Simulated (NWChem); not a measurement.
All runs are NWChem calculations. System: C₂H₃Cl₂F, charge 0, spin multiplicity 1, at a geometry optimised with B3LYP/def2-SVP. The structure started from a generated list of species. Level: MP2/def2-TZVP, 13 core orbitals frozen.

Job file:

```
start mol
memory heap 200 mb stack 800 mb global 1000 mb
geometry units angstroms nocenter noautoz
  C      1.698985    -0.330659     0.000000
  C      0.187379    -0.289091     0.000000
  F     -0.310874    -1.542669     0.000000
  Cl    -0.432752     0.548470    -1.470376
  Cl    -0.432752     0.548470     1.470376
  H      2.040711    -0.865601     0.897965
  H      2.111816     0.685759     0.000000
  H      2.040711    -0.865601    -0.897965
  symmetry group Cs
end
basis spherical
  * library def2-tzvp
end
scf
  rhf
  nopen 0
  maxiter 100
  thresh 1e-7
  semidirect memsize 60000000 filesize 0
end
mp2
  freeze core 13
end
task mp2 energy
```

Output (cleaned and shortened):

```
             Northwest Computational Chemistry Package (NWChem) 7.3.0
             --------------------------------------------------------

                                NWChem Input Module
                                -------------------

 Scaling coordinates for geometry "geometry" by  1.889725989
 (inverse scale =  0.529177249)

 Turning off AUTOSYM since
 SYMMETRY directive was detected!

                             Geometry "geometry" -> ""
                             -------------------------

 Output coordinates in angstroms (scale by  1.889725989 to convert to a.u.)

  No.       Tag          Charge          X              Y              Z
 ---- ---------------- ---------- -------------- -------------- --------------
    1 C                    6.0000     1.69898500    -0.33065900     0.00000000
    2 C                    6.0000     0.18737900    -0.28909100     0.00000000
    3 F                    9.0000    -0.31087400    -1.54266900     0.00000000
    4 Cl                  17.0000    -0.43275200     0.54847000    -1.47037600
    5 Cl                  17.0000    -0.43275200     0.54847000     1.47037600
    6 H                    1.0000     2.04071100    -0.86560100     0.89796500
    7 H                    1.0000     2.11181600     0.68575900     0.00000000
    8 H                    1.0000     2.04071100    -0.86560100    -0.89796500

 Effective nuclear repulsion energy (a.u.)     296.8634618528

            Nuclear Dipole moment (a.u.)
            ----------------------------
        X                 Y               Z
 ---------------- ---------------- ----------------
    -0.0000226767     0.0000302356     0.0000000000

      Symmetry information
      --------------------

 Group name             Cs
 Group number              2
 Group order               2
 No. of unique centers     6

      Symmetry unique atoms

     1    2    3    4    6    7


 Summary of "ao basis" -> "" (spherical)
 ------------------------------------------------------------------------------
       Tag                 Description            Shells   Functions and Types
 ---------------- ------------------------------  ------  ---------------------
 *                         def2-tzvp                  on all atoms

 Summary of "ao basis" -> "ao basis" (spherical)
 ------------------------------------------------------------------------------
       Tag                 Description            Shells   Functions and Types
 ---------------- ------------------------------  ------  ---------------------
 C                         def2-tzvp                11       31   5s3p2d1f
 F                         def2-tzvp                11       31   5s3p2d1f
 Cl                        def2-tzvp                13       37   5s5p2d1f
 H                         def2-tzvp                 4        6   3s1p

                                 NWChem SCF Module
                                 -----------------

  ao basis        = "ao basis"
  functions       =   185
  atoms           =     8
  closed shells   =    29
  open shells     =     0
  charge          =   0.00
  wavefunction    = RHF
  use symmetry    = T
  symmetry adapt  = T

 Summary of "ao basis" -> "ao basis" (spherical)
 ------------------------------------------------------------------------------
       Tag                 Description            Shells   Functions and Types
 ---------------- ------------------------------  ------  ---------------------
 C                         def2-tzvp                11       31   5s3p2d1f
 F                         def2-tzvp                11       31   5s3p2d1f
 Cl                        def2-tzvp                13       37   5s5p2d1f
 H                         def2-tzvp                 4        6   3s1p

      Symmetry analysis of basis
      --------------------------

        a'        111
        a"         74

 Forming initial guess at       0.2s

      Superposition of Atomic Density Guess
      -------------------------------------

 Sum of atomic energies:       -1095.21553958

      Non-variational initial energy
      ------------------------------

 Total energy =   -1096.978035
 1-e energy   =   -2103.365563
 2-e energy   =     709.524065
 HOMO         =      -0.393317
 LUMO         =       0.049658

      Symmetry analysis of molecular orbitals - initial
      -------------------------------------------------

  Numbering of irreducible representations:

     1 a'          2 a"

  Orbital symmetries:

     1 a'          2 a"          3 a'          4 a'          5 a'
     6 a'          7 a"          8 a'          9 a"         10 a'
    11 a'         12 a"         13 a"         14 a'         15 a'
    16 a'         17 a"         18 a'         19 a"         20 a'
    21 a'         22 a"         23 a'         24 a'         25 a"
    26 a'         27 a"         28 a"         29 a'         30 a'
    31 a'         32 a"         33 a'         34 a"         35 a'
    36 a'         37 a'         38 a"         39 a'

 Starting SCF solution at       6.9s

 ----------------------------------------------
         Quadratically convergent ROHF

 Convergence threshold     :          1.000E-07
 Maximum no. of iterations :          100
 Final Fock-matrix accuracy:          1.000E-09
 ----------------------------------------------

              iter       energy          gnorm     gmax       time
             ----- ------------------- --------- --------- --------
                 1    -1095.8710798355  1.44D+00  2.51D-01      9.5
                 2    -1095.9935777607  3.77D-01  5.84D-02     15.4
                 3    -1096.0092088079  1.10D-02  1.75D-03     24.7
[...]
    6  -10.5804
    7  -10.5804
    8   -8.0472
    9   -8.0472
   10   -8.0456
   11   -8.0456
   12   -8.0456
   13   -8.0456
   14   -1.6621
   15   -1.1931
   16   -1.1050
   17   -1.0267
   18   -0.8626
   19   -0.7390
   20   -0.7378
   21   -0.7122
   22   -0.6168
   23   -0.5869
   24   -0.5766
   25   -0.5326
   26   -0.4939
   27   -0.4714
   28   -0.4701
   29   -0.4513
   30    0.1411
   31    0.1453
   32    0.1773
   33    0.2079
   34    0.2240
   35    0.2316
   36    0.2680
   37    0.3137
   38    0.3315
   39    0.3372

                       ROHF Final Molecular Orbital Analysis
                       -------------------------------------

 Vector   27  Occ=2.000000D+00  E=-4.713911D-01  Symmetry=a"
              MO Center= -3.7D-01,  4.9D-01, -2.1D-14, r^2= 3.4D+00
   Bfn.  Coefficient  Atom+Function         Bfn.  Coefficient  Atom+Function
  ----- ------------  ---------------      ----- ------------  ---------------
   108      0.307152  4 Cl px               145     -0.307152  5 Cl px
   109      0.244599  4 Cl py               146     -0.244599  5 Cl py
   111      0.198971  4 Cl px               148     -0.198971  5 Cl px
   112      0.158178  4 Cl py               149     -0.158178  5 Cl py

 Vector   28  Occ=2.000000D+00  E=-4.700829D-01  Symmetry=a'
              MO Center= -2.0D-01,  3.8D-01,  1.5D-14, r^2= 3.5D+00
   Bfn.  Coefficient  Atom+Function         Bfn.  Coefficient  Atom+Function
  ----- ------------  ---------------      ----- ------------  ---------------
   108      0.357870  4 Cl px               145      0.357870  5 Cl px
   111      0.238379  4 Cl px               148      0.238379  5 Cl px
   105      0.166671  4 Cl px               142      0.166671  5 Cl px

 Vector   29  Occ=2.000000D+00  E=-4.512796D-01  Symmetry=a"
              MO Center= -3.9D-01,  5.0D-01,  2.1D-13, r^2= 3.5D+00
   Bfn.  Coefficient  Atom+Function         Bfn.  Coefficient  Atom+Function
  ----- ------------  ---------------      ----- ------------  ---------------
   110      0.301557  4 Cl pz               147      0.301557  5 Cl pz
   109      0.216458  4 Cl py               146     -0.216458  5 Cl py
   113      0.199219  4 Cl pz               150      0.199219  5 Cl pz
   108     -0.164669  4 Cl px               145      0.164669  5 Cl px

 Vector   30  Occ=0.000000D+00  E= 1.410815D-01  Symmetry=a'
              MO Center=  3.1D-01,  3.1D-01,  8.9D-14, r^2= 5.2D+00
   Bfn.  Coefficient  Atom+Function         Bfn.  Coefficient  Atom+Function
  ----- ------------  ---------------      ----- ------------  ---------------
     5      2.784900  1 C  s                176     -1.340998  7 H  s
   170     -0.963988  6 H  s                182     -0.963988  8 H  s
    35      0.853938  2 C  s                  4     -0.516053  1 C  s
   113     -0.416639  4 Cl pz               150      0.416639  5 Cl pz
    44      0.412485  2 C  py                12      0.408236  1 C  px

 Vector   31  Occ=0.000000D+00  E= 1.452506D-01  Symmetry=a'
              MO Center=  1.8D+00, -2.7D-01, -1.4D-12, r^2= 7.2D+00
   Bfn.  Coefficient  Atom+Function         Bfn.  Coefficient  Atom+Function
  ----- ------------  ---------------      ----- ------------  ---------------
     5      6.654943  1 C  s                 36     -3.061373  2 C  s
   170     -1.989193  6 H  s                182     -1.989193  8 H  s
   176     -1.890541  7 H  s                  4     -0.699940  1 C  s
    43     -0.584707  2 C  px                98      0.532736  4 Cl s
   135      0.532736  5 Cl s                 12     -0.508346  1 C  px

 Vector   32  Occ=0.000000D+00  E= 1.772689D-01  Symmetry=a"
              MO Center=  6.4D-01, -2.0D-01, -1.2D-11, r^2= 6.1D+00
   Bfn.  Coefficient  Atom+Function         Bfn.  Coefficient  Atom+Function
  ----- ------------  ---------------      ----- ------------  ---------------
   170      1.425716  6 H  s                182     -1.425716  8 H  s
    14     -0.797430  1 C  pz                45     -0.523247  2 C  pz
    98     -0.494639  4 Cl s                135      0.494639  5 Cl s
    42     -0.441878  2 C  pz               113     -0.372459  4 Cl pz
   150     -0.372459  5 Cl pz               112      0.309231  4 Cl py

 center of mass
 --------------
 x =  -0.11886153 y =   0.00912378 z =   0.00000000

 moments of inertia (a.u.)
 ------------------
         797.700545293172          60.514833723432           0.000000000000
          60.514833723432         768.688000820542           0.000000000000
           0.000000000000           0.000000000000         474.849891619648

  Mulliken analysis of the total density
  --------------------------------------

    Atom       Charge   Shell Charges
 -----------   ------   -------------------------------------------------------
    1 C    6     6.32   0.85  1.12  0.47  0.69  0.08  1.26  1.40  0.37  0.02  0.05  0.00
    2 C    6     5.62   0.85  1.12  0.49  0.68 -0.10  1.05  1.18  0.01  0.04  0.26  0.02
    3 F    9     9.23   0.77  1.20  0.60  1.01  0.34  2.24  2.27  0.78  0.00  0.02  0.00
    4 Cl  17    17.12   2.01  0.45  1.52  1.10  0.85  4.18  1.69  1.07  2.81  1.39  0.01  0.04  0.00
    5 Cl  17    17.12   2.01  0.45  1.52  1.10  0.85  4.18  1.69  1.07  2.81  1.39  0.01  0.04  0.00
    6 H    1     0.87   0.26  0.48  0.10  0.02
    7 H    1     0.87   0.26  0.48  0.10  0.02
    8 H    1     0.87   0.26  0.48  0.10  0.02

       Multipole analysis of the density wrt the origin
       ------------------------------------------------

     L   x y z        total         open         nuclear
     -   - - -        -----         ----         -------
     0   0 0 0     -0.000000      0.000000     58.000000

     1   1 0 0      0.868723      0.000000     -0.000023
     1   0 1 0      0.029503      0.000000      0.000030
     1   0 0 1     -0.000000      0.000000      0.000000

     2   2 0 0    -29.884390      0.000000    134.114337
     2   1 1 0     -0.864125      0.000000    -34.047174
     2   1 0 1      0.000000      0.000000      0.000000
     2   0 2 0    -32.986598      0.000000    124.175033
     2   0 1 1     -0.000000      0.000000      0.000000
     2   0 0 2    -32.238013      0.000000    268.261465

                   NWChem MP2 Semi-direct Energy/Gradient Module
                   ---------------------------------------------

  Basis functions       =    185
  Molecular orbitals    =    185
  Frozen core           =     13
  Frozen virtuals       =      0
  Active alpha occupied =     16
  Active beta occupied  =     16
  Active alpha virtual  =    156
  Active beta virtual   =    156
  Use MO symmetry       = T
  Use skeleton AO sym   = T

  AO/Fock/Back tols     =   1.0D-09  1.0D-09  1.0D-09

 GA uses MA = F    GA memory limited = T

 Available:
  local mem=  1.15D+08
 global mem=  1.31D+08
 local disk=  0.00D+00
  mp2_memr nvloc                   156
  nvloc new                   156
   1 passes of  16:        5242880                     194569                 140168968.
   1 passes of  16: M    114678938           G      131003550           F     109436058.
  mp2_memr nvloc                   156
  nvloc new                   156
   2 passes of   8:        5242880                     132194                  70113736.
   2 passes of   8: M    114678938           G      131003550           F     109436058.

 Semi-direct pass number   1 of   2  for RHF alpha+beta  at       63.4s
  vrange nnbf                 16510
  mp2_eaftype                   267  avail_ma_in_mb                   999
 EAF : mp2_eaftype filesize         267   35056868.
  mp2_eaf for mointskh                    267
Node 0 wrote    164.8 Mb in      0.1 s     Agg I/O rate:  1278.3 Mb/s
 Done moints_semi at       94.6s
  mp2_eaftype                   267  avail_ma_in_mb                   732
 EAF : mp2_eaftype filesize         267   35056868.
  mp2_eaf for kh                   267
 Done maket at       95.5s
 Semi-direct pass number   2 of   2  for RHF alpha+beta  at       95.5s
  vrange nnbf                 16510
  mp2_eaftype                   267  avail_ma_in_mb                   732
 EAF : mp2_eaftype filesize         267   35056868.
  mp2_eaf for mointskh                    267
Node 0 wrote    164.8 Mb in      0.1 s     Agg I/O rate:  1773.8 Mb/s
 Done moints_semi at      123.3s
  mp2_eaftype                   267  avail_ma_in_mb                   732
 EAF : mp2_eaftype filesize         267   35056868.
  mp2_eaf for kh                   267
 Done maket at      124.2s
 Done multipass loop at      124.2s

          -------------------------------------------
          SCF energy               -1096.009223183714
          Correlation energy          -0.956124690755
          Singlet pairs               -0.593008268542
          Triplet pairs               -0.363116422212
          Total MP2 energy         -1096.965347874469
          -------------------------------------------

          ---------------------------------------------------
                    Spin Component Scaled (SCS) MP2
          Same spin pairs                     -0.242077614808
          Same spin scaling factor             0.333333333333
          Opposite spin pairs                 -0.714047075946
          Opposite spin scaling fact.          1.200000000000
          SCS-MP2 correlation energy          -0.937549029405
          Total SCS-MP2 energy             -1096.946772213119
          ---------------------------------------------------

 -----------------------
 Performance information
 -----------------------

 Timer overhead =  2.31D-07 seconds/call

               Nr. of calls         CPU time (s)                 Wall time (s)                GFlops
             ---------------    -------------------     ------------------------------   -------------------
Name         Min   Avg   Max    Min     Avg     Max     Min     Avg     Max   Mx/calls   Min     Max     Sum
mp2: moin     2     2     2    59.     59.     59.      59.     59.     59.     29.      0.0     0.0     0.0
mp2: make     2     2     2    1.7     1.7     1.7      1.7     1.7     1.7    0.87      0.0     0.0     0.0
mp2: tota     1     1     1    61.     61.     61.      61.     61.     61.     61.      0.0     0.0     0.0

 The average no. of pstat calls per process was 5.00D+00
 with a timing overhead of 1.16D-06s

 Task  times  cpu:      124.1s     wall:      124.1s

 Total times  cpu:      124.2s     wall:      124.2s
```
